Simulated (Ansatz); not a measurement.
```yaml
crystal:
  periodic: [false, false, false]
  atoms:
    - {symbol: S, position_ang: [-1.504511, 1.250075, -0.937105]}
    - {symbol: P, position_ang: [0.585908, 0.792182, -0.748233]}
    - {symbol: N, position_ang: [0.829945, 0.137940, 0.845676]}
    - {symbol: Si, position_ang: [0.372784, -1.264824, -0.006493]}
    - {symbol: H, position_ang: [-1.322223, 2.581424, -0.947483]}
    - {symbol: H, position_ang: [0.722544, 0.588286, 1.738821]}
    - {symbol: H, position_ang: [1.394972, -2.320286, -0.181791]}
    - {symbol: H, position_ang: [-0.987116, -1.821997, 0.180805]}
basis:
  gaussian: {orbitals: cc-pVTZ-DK, final_grid: {core_spheres: 1, valence_spheres: 1, degree: 1}}
hamiltonian: {xc: {name: r2SCAN}}
```

```sh
$ ansatz run in.yaml --threads 2 --pin off --events-out ev --progress --plain --max-ram 4352MiB
```

Shortened log:

```
Functional definition: r2SCAN
  name "r2SCAN"
  cite "Furness, Kaplan, Ning, Perdew & Sun, J. Phys. Chem. Lett. 11, 8208 (2020) doi:10.1021/acs.jpclett.0c02405"
  cite "Furness, Kaplan, Ning, Perdew & Sun, J. Phys. Chem. Lett. 11, 9248 (2020) doi:10.1021/acs.jpclett.0c03077"
  parent r2scan
  parameter k0 = 0.174
  parameter k1 = 0.065
  parameter a1 = 4.9479
  exchange = r2scan_x(k0 = k0, k1 = k1, a1 = a1)
  correlation = r2scan_c
1227 factors; their error is unknown
mean field evaluation 1: about -29617.1530 eV, gradient 6.5e1 eV
mean field evaluation 2: about -29570.4263 eV, gradient 1.4e2 eV
mean field evaluation 4: about -29624.7544 eV, gradient 1.3e1 eV
mean field evaluation 8: about -29625.2538 eV, gradient 1.2e-1 eV
a density is far from that of the atoms, so the factors are made again for it
1684 factors; integrals over basis functions are off by at most 1.5e-4 eV
mean field -30096.31045555 eV, -1106.0190092297 hartree, gradient 3.0e-5 eV, S^2 0.000000; 0 other end points of the search recorded, 0 dependent functions left out
reference -30096.31050003 eV, -1106.0190108641 hartree; 28, 28 occupied and 160, 160 virtual orbitals, 1684 factors
Total energy: -30096.31050003 eV, -1106.0190108641 hartree
Relativity: scalar
```

In this input the integration grid is far too coarse. Self-consistency was reached. The result belongs to that input, not to the molecule as meant.
